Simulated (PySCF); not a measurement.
C4H5FO2, SMILES O1C=C(O[C@H]1C)F.

Geometry: PBE-D3(BJ)/def2-SVP. The structure was generated by enumeration; whether it is a known compound was not checked. The values are those of a single conformer.

Two levels are set side by side: TDDFT-PBE/def2-SVPD (PySCF) and TDDFT-CAM-B3LYP/def2-SVPD (PySCF). Vertical, same geometry. The lowest singlet is HOMO→LUMO+1 98 % with PBE and HOMO→LUMO 79 %, HOMO→LUMO+1 15 % with the other functional; states are paired by order. Differences are taken from unrounded values.

| quantity | TDDFT-CAM-B3LYP |
|---|---|
| lowest singlet excitation (eV) | 5.74 |
| lowest triplet excitation (TDA) (eV) | 3.82 |

Q: What does TDDFT-PBE give, and how far is it from TDDFT-CAM-B3LYP? (Estimate from the structure and the level; the computed values follow.)

A: 
```json
[
 {"quantity": "lowest singlet excitation (eV)", "TDDFT-PBE": "4.75", "TDDFT-PBE minus TDDFT-CAM-B3LYP": "-0.99"},
 {"quantity": "lowest triplet excitation (TDA) (eV)", "TDDFT-PBE": "3.81", "TDDFT-PBE minus TDDFT-CAM-B3LYP": "-0.01"}
]
```

Functionals without exact exchange tend to place singlet excitations lower, as here. Differences between two approximate levels are no errors against the true value.

Rough cost on one machine, each run with all the roots and properties that it gave: TDDFT-CAM-B3LYP against TDDFT-PBE about 7 times.
